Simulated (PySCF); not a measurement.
# Working out the ionisation energy of La⁺

La⁺ [Xe] 5d2 (3F) → La²⁺ [Xe] 5d1 (2D). All numbers are calculated (PySCF 2.14, scalar relativity through the core potential, in def2-QZVPPD with the def2 core potential (46 electrons) (7s5p4d3f2g, 81 functions)). Frozen: nothing. Energies in hartree (1 hartree = 27.21139 eV):

```
             part  La⁺ (lower)  La²⁺ (upper)
              UHF   -30.917972    -30.533450
MP2 opposite-spin    -0.148113     -0.137945
    MP2 same-spin    -0.053676     -0.045391
```

**Question.** What does Hartree-Fock give?

**Answer.** (-30.533450) − (-30.917972) = 0.384522 hartree = 10.463 eV.

**Question.** What do MP2 and SCS-MP2 (6/5 opposite-spin, 1/3 same-spin) give?

**Answer.** The opposite-spin parts differ by 0.277 eV and the same-spin parts by 0.225 eV. MP2: 10.463 + (0.277) + (0.225) = 10.965 eV. SCS-MP2: 10.463 + 1.2 × (0.277) + (0.225)/3 = 10.870 eV.

Reference: 11.185 eV (measured; NIST Atomic Spectra Database, ionization energies), between the lowest levels; spin-orbit coupling is absent from the calculation.

What remains against the reference includes basis incompleteness and correlation beyond second order.
